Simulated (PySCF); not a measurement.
trans-1,3,3,3-tetrafluoropropene cation (C₃H₂F₄), SMILES F/C=C/C(F)(F)F (connectivity only; charge and spin as stated), charge +1, multiplicity 2. Atoms are numbered in the order given.

```xyz
9

F      0.1821     2.8187     0.0000
C     -0.3159     1.6427     0.0000
C      0.5537     0.5222     0.0000
C      0.0121    -0.8981     0.0000
F      0.4753    -1.5023    -1.0977
F      0.4753    -1.5023     1.0977
F     -1.3245    -0.9085     0.0000
H     -1.4242     1.5821     0.0000
H      1.6515     0.6659     0.0000
```
Charge +1, spin multiplicity 2.

Coordinates come from a PBE-D3(BJ)/def2-SVP optimisation. The spin state was assumed, not searched.

Method: PBE/def2-TZVP in PySCF.

ESP charges are fitted to the potential on shells at 1.4 to 2.0 van der Waals radii. Atomic charges (e):

```tsv
atom	ESP fit	Mulliken	Mulliken spin
F1	___	0.07	0.12
C2	0.43	0.23	0.30
C3	-0.13	-0.02	0.54
C4	0.41	0.39	-0.02
F5	___	-0.04	0.04
F6	___	-0.04	0.04
F7	___	-0.08	0.01
H8	0.16	0.24	-0.01
H9	___	0.25	-0.02
```

Problem. What belongs in the gaps? (An estimate is asked for; the answer gives what the named calculation found.)

Solution. 
- F1, ESP fit: 0.04
- F5, ESP fit: -0.04
- F6, ESP fit: -0.04
- F7, ESP fit: -0.09
- H9, ESP fit: 0.27

Computed Mayer and Wiberg (Löwdin basis) orders of the bonds:
```tsv
bond	Mayer	Wiberg
F1–C2	1.37	2.10
C2–C3	1.38	1.62
C3–C4	0.99	1.12
C4–F5	1.20	1.81
C4–F6	1.20	1.81
C4–F7	1.21	1.80
C2–H8	0.91	0.86
C3–H9	0.89	0.82
```
